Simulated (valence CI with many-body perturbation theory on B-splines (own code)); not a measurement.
## Energy levels of Ne4+

Calculated by configuration interaction combined with many-body perturbation theory (CI+MBPT): four valence electrons over a frozen Dirac-Fock core [He], radial functions for each j: 11 s, 11 p, 9 d, 7 f, 5 g, 2 h, 1 i, with the one-electron correlation potential Σ1 (screened to all orders), the two-electron term Σ2, the three-electron term Σ3, Breit, model QED; selected single and double excitations, second order for the rest, scaled by the run's own slope (own B-spline code, finite nucleus).

Set against measurement, 24 paired levels are off by 82 cm⁻¹ on average, the worst by 205. These come from a selection out of NIST levels in Podobedova, Fuhr, Reader and Wiese, J. Phys. Chem. Ref. Data 33, 525 (2004). Levels without a partner in it may be off by more. Among the levels kept, up to 260 cm⁻¹ of a level comes from second order outside the variational space, and about a tenth of that is noise between levels of different J, which matters for small intervals. 3 measured levels below the end of the list, from 690000 cm⁻¹ on, found no clear computed partner, and computed levels of the same name lie up to 8653 cm⁻¹ from them.

Levels 46 to 68 of 68, with energies above the lowest level, 2s2.2p2 3P_0. "Leading %" is the weight of the configuration and term that name the level; weights of strongly mixed levels are sums over their largest components and can fall short. In the jj column 3d3/2^4 stands for four electrons in 3d with j = 3/2.

| No. | Configuration | Term | J | E (eV) | Leading % | Leading jj | Second component |
| --- | --- | --- | --- | --- | --- | --- | --- |
| 46 | 2s2.2p.3d | 3P° | 1 | 87.046 | 93 | 2s^2 2p3/2 3d3/2 (60 %) |  |
| 47 | 2s2.2p.3d | 3P° | 0 | 87.069 | 94 | 2s^2 2p3/2 3d3/2 (94 %) |  |
| 48 | 2s2.2p.3d | 1F° | 3 | 88.019 | 94 | 2s^2 2p3/2 3d3/2 (39 %) |  |
| 49 | 2s2.2p.3d | 1P° | 1 | 88.161 | 93 | 2s^2 2p3/2 3d5/2 (61 %) |  |
| 50 | 2s.2p2.3s | 3P | 0 | 89.143 | 91 | 2s 2p1/2^2 3s (40 %) | 5 % 2s2.2p.3p 3P |
| 51 | 2s.2p2.3s | 3P | 1 | 89.186 | 91 | 2s 2p1/2 2p3/2 3s (72 %) | 5 % 2s2.2p.3p 3P |
| 52 | 2s.2p2.3s | 3P | 2 | 89.264 | 91 | 2s 2p3/2^2 3s (55 %) | 5 % 2s2.2p.3p 3P |
| 53 | 2s.2p2.3p | 3S° | 1 | 91.371 | 96 | 2s 2p3/2^2 3p3/2 (32 %) |  |
| 54 | 2s.2p2.3p | 5D° | 0 | 91.924 | 98 | 2s 2p1/2^2 3p1/2 (37 %) |  |
| 55 | 2s.2p2.3p | 5D° | 1 | 91.940 | 98 | 2s 2p1/2 2p3/2 3p1/2 (42 %) |  |
| 56 | 2s.2p2.3p | 5D° | 2 | 91.970 | 98 | 2s 2p1/2 2p3/2 3p1/2 (44 %) |  |
| 57 | 2s.2p2.3p | 5D° | 3 | 92.014 | 98 | 2s 2p1/2 2p3/2 3p3/2 (57 %) |  |
| 58 | 2s.2p2.3p | 5D° | 4 | 92.072 | 98 | 2s 2p3/2^2 3p3/2 (65 %) |  |
| 59 | 2s.2p2.3p | 5P° | 1 | 92.567 | 99 | 2s 2p1/2 2p3/2 3p1/2 (44 %) |  |
| 60 | 2s.2p2.3p | 5P° | 2 | 92.593 | 98 | 2s 2p1/2 2p3/2 3p3/2 (28 %) |  |
| 61 | 2s.2p2.3p | 5P° | 3 | 92.638 | 99 | 2s 2p1/2 2p3/2 3p3/2 (42 %) |  |
| 62 | 2s.2p2.3p | 3D° | 1 | 93.928 | 97 | 2s 2p1/2 2p3/2 3p3/2 (48 %) |  |
| 63 | 2s.2p2.3p | 3D° | 2 | 93.969 | 97 | 2s 2p1/2 2p3/2 3p3/2 (48 %) |  |
| 64 | 2s.2p2.3p | 3D° | 3 | 94.028 | 97 | 2s 2p3/2^2 3p3/2 (37 %) |  |
| 65 | 2s.2p2.3p | 5S° | 2 | 94.333 | 97 | 2s 2p1/2 2p3/2 3p3/2 (35 %) |  |
| 66 | 2s.2p2.3p | 3P° | 0 | 94.906 | 97 | 2s 2p1/2 2p3/2 3p3/2 (67 %) |  |
| 67 | 2s.2p2.3p | 3P° | 1 | 94.922 | 97 | 2s 2p1/2 2p3/2 3p3/2 (36 %) |  |
| 68 | 2s.2p2.3p | 3P° | 2 | 94.953 | 97 | 2s 2p1/2 2p3/2 3p3/2 (30 %) |  |
